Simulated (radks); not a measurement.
Results of a calculation; reference values are marked as such.
Task: All-electron atom: Eu56+ in [He] 2s2 2p3. Code: a radial shooting solver on a logarithmic mesh with Libxc functionals. Model: scalar-relativistic Kohn-Sham, PBEsol, spin-polarised, spherical densities, finite nucleus; open shells are filled with parallel spins first (spin-orbit coupling, left out, can overturn this in heavy ions); Fermi nuclear charge, rms radius 5.1115 fm. Some entries of the table are withheld. Estimate them.

orbital,occ.,eigenvalue (eV),<1/r> (bohr^-1),r(max) (bohr)
1s up,1,-53638.39,70.29,0.01420
1s down,1,-53591.62,70.34,0.01419
2s up,1,-12608.56,16.92,0.07889
2s down,1,-12531.29,16.85,0.07903
2p up,3,-11856.51,(1),0.06327
2p down,0,-11763.88,(2),0.06345
3s up,0,-5327.140,7.122,0.2062
3s down,0,-5306.104,7.099,0.2068
3p up,0,-5101.239,6.788,0.1974
3p down,0,-5077.498,6.768,0.1981

Result: 
(1) 2p up <1/r> (bohr^-1): 15.80
(2) 2p down <1/r> (bohr^-1): 15.76
